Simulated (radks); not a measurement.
The numbers below are computed, except where a source is named.
The indium ion In2+ inside a hard spherical wall (all orbitals vanish at R), configuration held at [Kr] 4d10 5s1 and not refilled when levels cross. Level of theory: scalar-relativistic Kohn-Sham, PBE, spin-unpolarised, spherical densities, finite nucleus; Fermi nuclear charge, rms radius 4.6156 fm (a radial shooting solver on a logarithmic mesh with Libxc functionals). Eigenvalues in eV, with the zero of energy where the potential of the charges vanishes at infinity; a dash marks a level that is unbound or too diffuse for the functional's potential to be trusted. A positive occupied level is held by the wall or, in an anion where self-interaction has pushed it up, behind a barrier. The pressure on the wall is -dE/dV.

| R (bohr) | E (hartree) | kinetic (hartree) | e(4s) | e(4p) | e(4d) | e(5s) | e(5p, empty) | e(6s, empty) | pressure (GPa) |
|---|---|---|---|---|---|---|---|---|---|
| free | -5880.59013 | 6129.102 | -137.71 | -96.193 | -36.530 | -23.671 | -16.216 | - | 0 |
| 20 | -5880.59013 | 6129.102 | -137.71 | -96.193 | -36.530 | -23.671 | -16.216 | - | < 0.0001 |
| 15 | -5880.59013 | 6129.102 | -137.71 | -96.193 | -36.530 | -23.671 | -16.216 | - | < 0.0001 |
| 8 | -5880.59011 | 6129.103 | -137.71 | -96.191 | -36.529 | -23.670 | -16.206 | -7.696 | 0.00169 |
| 7 | -5880.58995 | 6129.105 | -137.70 | -96.184 | -36.521 | -23.660 | -16.162 | -6.600 | 0.0188 |
| 6 | -5880.58864 | 6129.119 | -137.66 | -96.139 | -36.478 | -23.596 | -15.960 | -3.964 | 0.197 |
| 4 | -5880.51578 | 6129.610 | -136.53 | -95.035 | -35.429 | -21.346 | -11.814 | 19.468 | 21.1 |
| 3 | -5880.02749 | 6132.194 | -132.32 | -90.963 | -31.399 | -11.211 | 2.410 | 71.085 | 315 |
| 2 | -5874.29469 | 6157.687 | -108.75 | -67.553 | -5.038 | 59.757 | 86.153 | 287.94 | 10200 |
| 1.5 | -5852.22168 | 6241.017 | -57.031 | -12.041 | 59.757 | 238.25 | 276.84 | 694.09 | 96900 |
